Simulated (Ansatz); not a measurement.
```yaml
crystal:
  periodic: [false, false, false]
  atoms:
    - {symbol: C, position_ang: [0.371770, -1.268826, -0.941898]}
    - {symbol: B, position_ang: [0.003896, -0.533321, 0.409552]}
    - {symbol: C, position_ang: [-0.392656, 0.996838, 0.342944]}
    - {symbol: O, position_ang: [-1.144024, 1.555530, 1.227216]}
    - {symbol: Cl, position_ang: [1.574112, 0.121952, 1.364292]}
    - {symbol: Cl, position_ang: [0.150137, 2.052844, -0.891405]}
    - {symbol: H, position_ang: [1.037005, -0.689285, -1.587973]}
    - {symbol: H, position_ang: [-0.531409, -1.506746, -1.514409]}
    - {symbol: H, position_ang: [0.869207, -2.217713, -0.725819]}
    - {symbol: H, position_ang: [-0.708531, -1.090009, 1.201711]}
    - {symbol: H, position_ang: [-1.164207, 2.521836, 1.136389]}
basis:
  gaussian: {orbitals: def2-mTZVPP}
hamiltonian: {xc: {name: HF}}
correlation: {method: mp2, frozen_orbitals: {C: 0}}
output: {forces: true}
```

```sh
$ ansatz run in.yaml --threads 4 --pin off --events-out ev --progress --plain --max-ram 10444MiB
```

Output, abridged:

```
Functional definition: HF
Error: "frozen_orbitals" has no count for B
```

Something in this input is off. What?

Frozen orbitals are typed for one element alone, and the program wants a count for each. The program refused the input.
